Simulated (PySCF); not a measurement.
Isomers of C7H12OP2.

All values: PBE0/pcSseg-1 (PySCF) at GFN2-xTB geometries, gas phase, one conformer each.

Question: Rank by dipole moment, lowest first.
A. `[CH3:1][P:2]([CH3:3])[P:4]1(=[O:5])[CH:6]=[CH:7][CH2:8][CH:9]=[CH:10]1` with C1–P2–P4–O5 49°, P2–P4–C6–C7 -75°, C6–C7–C8–C9 -42°, C7–C8–C9–C10 42°, P2–P4–C10–C9 75°
B. `[CH2:1]=[CH:2][P@@:3]([CH3:4])(=[O:5])[C:6]#[C:7][PH:8][CH2:9][CH3:10]` with C1–C2–P3–C4 -126°, C7–P8–C9–C10 -51°
C. `[CH3:1][CH2:2][CH2:3][P:4]([PH2:5])[c:6]1[cH:7][cH:8][cH:9][o:10]1` with C1–C2–C3–P4 -173°, C2–C3–P4–P5 -36°, C3–P4–P5–H -174° and -82°, C3–P4–C6–C7 68°
D. `[CH3:1][O:2][c:3]1[cH:4][p:5]([CH2:6][PH2:7])[cH:8][c:9]1[CH3:10]` with C1–O2–C3–C4 -2°, C4–P5–C6–P7 26°, P5–C6–P7–H 66° and 158°

Answer: D (0.84 D), C (1.28 D), B (3.05 D), A (3.58 D).

Question: Rank by HOMO energy, lowest first.
A. `[CH3:1][P:2]([CH3:3])[P:4]1(=[O:5])[CH:6]=[CH:7][CH2:8][CH:9]=[CH:10]1` with C1–P2–P4–O5 49°, P2–P4–C6–C7 -75°, C6–C7–C8–C9 -42°, C7–C8–C9–C10 42°, P2–P4–C10–C9 75°
B. `[CH2:1]=[CH:2][P@@:3]([CH3:4])(=[O:5])[C:6]#[C:7][PH:8][CH2:9][CH3:10]` with C1–C2–P3–C4 -126°, C7–P8–C9–C10 -51°
C. `[CH3:1][CH:2]([CH3:3])[P:4]([PH2:5])[c:6]1[cH:7][cH:8][cH:9][o:10]1` with C1–C2–P4–P5 66°, C2–P4–P5–H 170° and -98°, C2–P4–C6–C7 92°
D. `[CH3:1][CH2:2][CH2:3][P:4]([PH2:5])[c:6]1[cH:7][cH:8][cH:9][o:10]1` with C1–C2–C3–P4 -173°, C2–C3–P4–P5 -36°, C3–P4–P5–H -174° and -82°, C3–P4–C6–C7 68°

Answer: B (-7.18 eV), A (-6.69 eV), C (-6.25 eV), D (-5.98 eV).

Question: Rank by LUMO energy, highest first.
A. `[CH3:1][CH:2]([CH3:3])[P:4]([PH2:5])[c:6]1[cH:7][cH:8][cH:9][o:10]1` with C1–C2–P4–P5 66°, C2–P4–P5–H 170° and -98°, C2–P4–C6–C7 92°
B. `[CH3:1][CH2:2][CH2:3][P:4]([PH2:5])[c:6]1[cH:7][cH:8][cH:9][o:10]1` with C1–C2–C3–P4 -173°, C2–C3–P4–P5 -36°, C3–P4–P5–H -174° and -82°, C3–P4–C6–C7 68°
C. `[CH3:1][P:2]([CH3:3])[P:4]1(=[O:5])[CH:6]=[CH:7][CH2:8][CH:9]=[CH:10]1` with C1–P2–P4–O5 49°, P2–P4–C6–C7 -75°, C6–C7–C8–C9 -42°, C7–C8–C9–C10 42°, P2–P4–C10–C9 75°

Answer: B (-0.09 eV), A (-0.26 eV), C (-1.00 eV).

All values together:

| SMILES | μ (D) | HOMO (eV) | LUMO (eV) | lowest IAO charge (e) | highest IAO charge (e) | lowest Hirshfeld charge (e) | highest Hirshfeld charge (e) |
| --- | --- | --- | --- | --- | --- | --- | --- |
| CC(C)P(P)c1ccco1 | 1.20 | -6.25 | -0.26 | -0.417 (C) | +0.319 (P) | -0.125 (C) | +0.100 (P) |
| CCCP(P)c1ccco1 | 1.28 | -5.98 | -0.09 | -0.428 (C) | +0.340 (P) | -0.116 (C) | +0.094 (P) |
| CP(C)P1(=O)C=CCC=C1 | 3.58 | -6.69 | -1.00 | -0.916 (O) | +1.327 (P) | -0.391 (O) | +0.369 (P) |
| COc1cp(CP)cc1C | 0.84 | -6.17 | -1.03 | -0.612 (C) | +0.565 (P) | -0.157 (C) | +0.148 (P) |
| C=C[P@@](C)(=O)C#CPCC | 3.05 | -7.18 | -0.88 | -0.910 (O) | +1.565 (P) | -0.392 (O) | +0.439 (P) |

Conformers: `[CH3:1][CH:2]([CH3:3])[P:4]([PH2:5])[c:6]1[cH:7][cH:8][cH:9][o:10]1` with C1–C2–P4–P5 66°, C2–P4–P5–H 170° and -98°, C2–P4–C6–C7 92°; `[CH3:1][CH2:2][CH2:3][P:4]([PH2:5])[c:6]1[cH:7][cH:8][cH:9][o:10]1` with C1–C2–C3–P4 -173°, C2–C3–P4–P5 -36°, C3–P4–P5–H -174° and -82°, C3–P4–C6–C7 68°; `[CH3:1][P:2]([CH3:3])[P:4]1(=[O:5])[CH:6]=[CH:7][CH2:8][CH:9]=[CH:10]1` with C1–P2–P4–O5 49°, P2–P4–C6–C7 -75°, C6–C7–C8–C9 -42°, C7–C8–C9–C10 42°, P2–P4–C10–C9 75°; `[CH3:1][O:2][c:3]1[cH:4][p:5]([CH2:6][PH2:7])[cH:8][c:9]1[CH3:10]` with C1–O2–C3–C4 -2°, C4–P5–C6–P7 26°, P5–C6–P7–H 66° and 158°; `[CH2:1]=[CH:2][P@@:3]([CH3:4])(=[O:5])[C:6]#[C:7][PH:8][CH2:9][CH3:10]` with C1–C2–P3–C4 -126°, C7–P8–C9–C10 -51°.
